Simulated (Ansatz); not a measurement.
Reaction (silylene formation by 1,1-elimination): `F[SiH2][GeH]([F])[Cl]` → `[F][GeH2][Cl]` + `F[SiH]`

Computed with Ansatz on PBE0-D4/def2-TZVP structures; ΔE is electronic, products minus reactants. CCSD(T)/CBS is the MP2 limit (def2-TZVPP, def2-QZVPP) plus CCSD(T) − MP2 in def2-TZVPP, frozen cores. This one scheme is used for every species. Functionals use def2-TZVPP. For Ge outer-core shells are correlated without core-valence functions, which leaves a few kJ/mol of doubt a bond. Scalar relativity is left out up to krypton. One conformer a species, not always the lowest.

```json
{"level": "r2SCAN-D4", "ΔE (eV)": "2.34"}
{"level": "ωB97X-V", "ΔE (eV)": "2.20"}
{"level": "ωB97M-V", "ΔE (eV)": "2.01"}
{"level": "r2SCAN", "ΔE (eV)": "2.31"}
{"level": "SCS-MP2/def2-TZVPP", "ΔE (eV)": "2.08"}
{"level": "CCSD/def2-TZVPP", "ΔE (eV)": "2.01"}
{"level": "SCS-MP2/def2-QZVPP", "ΔE (eV)": "2.12"}
{"level": "CCSD/CBS(def2)", "ΔE (eV)": "2.09"}
```

Question: What does CCSD(T)/CBS give? (Estimate.)

Answer: Computed: +2.12 eV. The listed levels differ from it by 0.22, 0.08, -0.11, 0.19, -0.04, -0.11, 0.00, -0.03 eV.

Largest T1 diagnostic among the species: 0.015.

The D4 term adds +0.14 eV with B3LYP and +0.08 eV with PBE0; it sums over pairs of atoms, weighted by their polarisabilities, and B3LYP, whose exchange is more repulsive, gets the larger term. In def2-TZVPP, CCSD(T) changes the Hartree–Fock value by +0.10 eV (the triples alone add +0.03 eV) and MP2 by +0.24 eV. From PBE to PBE0 (25 % exact exchange), in def2-TZVPP and without D4, ΔE moves by +0.09 eV.

B3LYP here is the variant with VWN-RPA as its local correlation; programs differ in this.
